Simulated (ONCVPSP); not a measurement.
**rubidium: variants of one ONCV potential**

Base potential:

Rb, optimised norm-conserving Vanderbilt (ONCV), made with ONCVPSP 4.0.1 (PBE, non-relativistic). Core [Ar] 3d10, reference 4s2 4p6 4d0.5 5s0.5. Waves: 4s+5s: rc 2.15 bohr, ncon 4, nbas 8, qcut 5.3 1/bohr, 2 projectors; 4p: rc 2.00 bohr, ncon 4, nbas 7, qcut 7.9 1/bohr, 2 projectors, debl 1.5 Ha; 4d: rc 4.00 bohr, ncon 4, nbas 7, qcut 2.8 1/bohr, 2 projectors, debl 3.2 Ha. Local part: polynomial inside 1.75 bohr (lpopt 5, dvloc0 2 Ha). Core correction: Teter function fitted to the true core (icmod 2), fcfact 0.35.

Cutoffs, loose and tight: the cutoffs (Ha) at which the residual kinetic energy of the hardest occupied pseudo-wave falls to 1 and 0.1 mHa per electron. They do not see the model core or the augmentation charge, which bear on the density cutoff. Test errors are all-electron minus pseudo excitation energies from the reference, over the configurations 4s2 4p6 4d0 5s1; 4s2 4p6 4d0 5s0; 4s2 4p6 4d0 5s0.5; 4s2 4p6 4d0 5s0 5p1. A dash means not determined; rows that change the core or the reference have their own tests. The largest error is taken over the tests solved by every variant that gives reliable tests at all: 4s2 4p6 4d0 5s0; 4s2 4p6 4d0 5s0 5p1; 4s2 4p6 4d0 5s0.5.

A true bound ghost makes a file unfit for plane-wave use even where its test errors are small: the radial tests pick states by their node count and pass the ghost by.

```csv
change,outcome,"cutoff, loose","cutoff, tight",bound ghosts,GHOST(+) flags above zero,largest test error (meV)
base,generated,15 Ha,19 Ha,none,d,+1.9
"all radii but the core radius scaled by about 0.77 (s 1.66, p 1.54, d 3.08 bohr); local potential polynomial inside 1.34 bohr (lpopt 5, dvloc0 2 Ha)",generated,19 Ha,46 Ha,none,s,+0.7
"all radii but the core radius scaled by about 0.88 (s 1.90, p 1.76, d 3.52 bohr); local potential polynomial inside 1.54 bohr (lpopt 5, dvloc0 2 Ha)",generated,18 Ha,22 Ha,d,s,+1.1
"all radii but the core radius scaled by about 0.96 (s 2.06, p 1.92, d 3.84 bohr); local potential polynomial inside 1.68 bohr (lpopt 5, dvloc0 2 Ha)",generated,16 Ha,21 Ha,none,s,+1.7
"all radii but the core radius scaled by about 1.04 (s 2.22, p 2.08, d 4.14 bohr); local potential polynomial inside 1.82 bohr (lpopt 5, dvloc0 2 Ha)",generated,14 Ha,19 Ha,none,d,+2.2
"all radii but the core radius scaled by about 1.12 (s 2.40, p 2.24, d 4.46 bohr); local potential polynomial inside 1.96 bohr (lpopt 5, dvloc0 2 Ha)",generated,15 Ha,19 Ha,none,d,+2.9
"all radii but the core radius scaled by about 1.21 (s 2.60, p 2.42, d 4.86 bohr); local potential polynomial inside 2.12 bohr (lpopt 5, dvloc0 2 Ha)",generated,7.4 Ha,14 Ha,none,d,+3.8
"all radii but the core radius scaled by about 1.33 (s 2.86, p 2.66, d 5.32 bohr); local potential polynomial inside 2.32 bohr (lpopt 5, dvloc0 2 Ha)",generated,10 Ha,15 Ha,none,none,+5.0
```

Reading the sweep of the scale of all radii but the core radius (base = 1) (base included, trends over the rows without a ghost): The loose cutoff is not monotonic: lowest 7.4 Ha at 1.21, highest 19 Ha at 0.77. Bound ghosts are found at 0.88.
